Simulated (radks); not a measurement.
Values are calculated unless marked as measured or tabulated.
Q: All-electron atom: the calcium ion Ca7+ in [Ne] 3s2 3p1. Code: a radial shooting solver on a logarithmic mesh with Libxc functionals. Model: scalar-relativistic Kohn-Sham, r2SCAN, spin-polarised, spherical densities, finite nucleus; open shells are filled with parallel spins first; meta-GGA in the generalised Kohn-Sham scheme; Fermi nuclear charge, rms radius 3.4776 fm. Some entries of the table are withheld. Estimate them.

orbital  occ.  eigenvalue (hartree)  r(max) (bohr)  <1/r> (bohr^-1)
1s up       1             -151.0200        0.05029            19.74
1s down     1             -150.9977        0.05029            19.74
2s up       1             -20.39236         0.2984            4.090
2s down     1             -20.37929         0.2986            4.089
2p up       3             -17.41640         0.2454              (1)
2p down     3             -17.39103         0.2456              (2)
3s up       1              -5.87031         0.9311            1.375
3s down     1              -5.73867         0.9304            1.370
3p up       1              -5.05057         0.9480            1.298
3p down     0              -4.92714         0.9468            1.293

A: 
(1) 2p up <1/r> (bohr^-1): 3.981
(2) 2p down <1/r> (bohr^-1): 3.980
